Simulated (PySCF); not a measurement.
Spinor energies of Si³⁺ (silicon, charge +3)

Start: [Ne] 3p1; 3p3/2 filled at m_j = +3/2. Calculated with PySCF 2.14 in x2c-TZVPall-2c (5s6p2d1f, 40 functions): generalised Hartree-Fock with the X2C-1e Hamiltonian and a Gaussian nucleus; one run each with spin-orbit coupling (SO) switched off, then screened by Boettger's factors. This is a chosen level, not necessarily the ground level.

```json
{"spinor shell": "1s1/2", "electrons": "2", "ε, spin-free (eV)": "-1915.7", "ε, screened SO (eV)": "-1915.7", "weight of nominal j (screened SO)": "1.000", "rms radius, screened SO (bohr)": "0.129"}
{"spinor shell": "2s1/2", "electrons": "2", "ε, spin-free (eV)": "-205.45", "ε, screened SO (eV)": "-205.46", "weight of nominal j (screened SO)": "1.000", "rms radius, screened SO (bohr)": "0.612"}
{"spinor shell": "2p3/2", "electrons": "4", "ε, spin-free (eV)": "-153.51", "ε, screened SO (eV)": "-153.34", "weight of nominal j (screened SO)": "0.975", "rms radius, screened SO (bohr)": "0.595"}
{"spinor shell": "2p1/2", "electrons": "2", "ε, spin-free (eV)": "-153.51", "ε, screened SO (eV)": "-153.86", "weight of nominal j (screened SO)": "0.949", "rms radius, screened SO (bohr)": "0.594"}
{"spinor shell": "3p3/2", "electrons": "1", "ε, spin-free (eV)": "-35.930", "ε, screened SO (eV)": "-35.910", "weight of nominal j (screened SO)": "1.000", "rms radius, screened SO (bohr)": "2.24"}
```

```
   quantity   spin-free  screened SO
E (hartree)  -287.09188   -287.09141
        M_J         3/2          3/2
       ⟨J²⟩       3.750        3.750
       ⟨L²⟩       2.000        2.000
       ⟨S²⟩       0.750        0.750
```

Each row is a mean over spinors that exchange with the open shell spreads, by up to 1.204 eV (2p3/2).

Without spin-orbit coupling the j labels of p, d and f shells carry no meaning; the spin-free column gives the mean over the occupied spinors of each nl shell.
